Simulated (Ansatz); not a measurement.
H6AlO2Si2 (SMILES [SiH3][O][Al][O][SiH3]), doublet, geometry from GFN2-xTB (such geometries of metal compounds can be far from the true shape) (the spin is typed, not shown lowest); Ansatz (a program for electronic structure) with BCCD/pcseg-1.

Ansatz was given this input:
Ansatz 0.2 input:
```yaml
crystal:
  periodic: [false, false, false]
  atoms:
    - {symbol: Al, position_ang: [-0.02698009, -0.40702412, 0.04274690]}
    - {symbol: O, position_ang: [-1.39877031, 0.07977984, 0.89955735]}
    - {symbol: Si, position_ang: [-2.72988943, 0.55834387, 1.73074908]}
    - {symbol: H, position_ang: [-2.74818189, -0.22675223, 2.96476467]}
    - {symbol: H, position_ang: [-3.87857814, 0.26998013, 0.87225771]}
    - {symbol: H, position_ang: [-2.57225849, 1.98996200, 1.98552104]}
    - {symbol: O, position_ang: [1.38427311, -0.29244768, -0.87818295]}
    - {symbol: Si, position_ang: [2.75557733, -0.17311954, -1.77079069]}
    - {symbol: H, position_ang: [2.54611838, -0.99960202, -2.95937437]}
    - {symbol: H, position_ang: [3.84060494, -0.67649878, -0.92880390]}
    - {symbol: H, position_ang: [2.91938344, 1.24242671, -2.10048748]}
basis:
  gaussian:
    orbitals: pcseg-1.json
magnetization: {spin_polarized: true, initial_magnetization: 1}
correlation: {method: bccd}
```
The basis file holds pcseg-1 in the JSON format of the Basis Set Exchange.

What the program printed (banner, timings and long lists left out):

```
Functional definition: HF
1065 factors; integrals over basis functions are off by at most 1.4e-3 eV
mean field evaluation 1: about -26470.8053 eV, gradient 3.9e1 eV
mean field evaluation 2: about -26470.9599 eV, gradient 3.9e1 eV
mean field evaluation 4: about -26477.4245 eV, gradient 2.9e0 eV
mean field evaluation 8: about -26477.6211 eV, gradient 4.1e-1 eV
mean field evaluation 16: about -26477.6287 eV, gradient 2.4e-6 eV
mean field evaluation 32: about -26474.7560 eV, gradient 5.7e-2 eV
mean field evaluation 64: about -26459.8328 eV, gradient 4.0e1 eV
mean field -26477.62866955 eV, -973.0349064245 hartree, gradient 2.4e-6 eV, S^2 0.753588; 2 other end points of the search recorded, 0 dependent functions left out
determinant -26477.62866955 eV, -973.0349064245 hartree, with singles and doubles -26495.06940434 eV, -973.6758416063 hartree
determinant -26474.75617770 eV, -972.9293442961 hartree, with singles and doubles -26492.20627584 eV, -973.5706235749 hartree
determinant -26474.17591842 eV, -972.9080201609 hartree, with singles and doubles -26491.69057566 eV, -973.5516719426 hartree
17 core orbitals not correlated
reference -26477.62866955 eV, -973.0349064245 hartree; 15, 14 occupied and 80, 81 virtual orbitals, 1065 factors
second order -16.31863504 eV of doubles, -0.00000000 eV of singles
cycle   1  -17.40042085 eV  change    4.0e-2 eV  update   1.3e-2
cycle   2  -17.40498527 eV  change   -4.6e-3 eV  update   4.7e-3
cycle   3  -17.40673329 eV  change   -1.7e-3 eV  update   1.5e-3
cycle   4  -17.40471826 eV  change    2.0e-3 eV  update   7.3e-4
cycle   5  -17.40510057 eV  change   -3.8e-4 eV  update   3.8e-4
cycle   6  -17.40528430 eV  change   -1.8e-4 eV  update   1.4e-4
cycle   7  -17.40522693 eV  change    5.7e-5 eV  update   4.4e-5
cycle   8  -17.40521432 eV  change    1.3e-5 eV  update   1.4e-5
Total energy: -26495.03388387 eV, -973.6745362532 hartree
```
